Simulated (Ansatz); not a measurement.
Born–Oppenheimer molecular dynamics of GaH₄N (6 atoms, charge 0, multiplicity 1). It starts at the highest image of a converged band. Of that band: The profile has 2 maxima (images 2, 5) with wells between them (image 3): this band takes more than one step, which may be the mechanism or a detour left from its start path. Neighbouring images differ by up to 2.0 eV, so the band resolves the path poorly. A vibrational analysis at the climbing image gives one clearly imaginary mode, 1422i cm⁻¹: a first-order saddle point.

Computed with RKS PBE0/def2-SVP in Ansatz.

```yaml
ensemble: NVE (velocity Verlet)
time_step: 0.5 fs
steps_asked: 200
starting_velocities_drawn_for: 100 K
seed: 6881
```

First frame:

```xyz
6
Properties=species:S:1:pos:R:3
Ga 0.368 0.410 -0.285
N 1.054 -0.042 1.533
H 0.697 -0.615 2.307
H 1.862 0.487 1.858
H 1.772 -0.318 0.235
H -1.190 0.077 -0.326
```

Q: How far do the bonds stretch over the last three quarters of this one trajectory? (Pairs bonded in most of those frames.)

A: 
```tsv
bond	mean (Å)	spread (Å)	shortest	longest
Ga1–H6	1.704	0.051	1.61	1.78
N2–H3	1.029	0.034	0.96	1.11
N2–H4	1.033	0.045	0.94	1.13
N2–H5	1.064	0.104	0.89	1.22
```

Mean temperature of the second half: 2112 K. The conserved energy stayed within 2.1 meV per atom of its start (net change -1.4 meV per atom), so the integration is sound. The system heated up, since it started high on the potential surface and ran downhill. A run of 0.1 ps of so small a system gives no equilibrium averages. The orbitals stay closed-shell, which can raise the energy where a bond breaks towards radicals; this wasn't checked here.

Run time: 2.9 min on 1 thread of Intel(R) Xeon(R) 6975P-C (Granite Rapids), with other jobs on the host, peak memory 0.14 GiB.
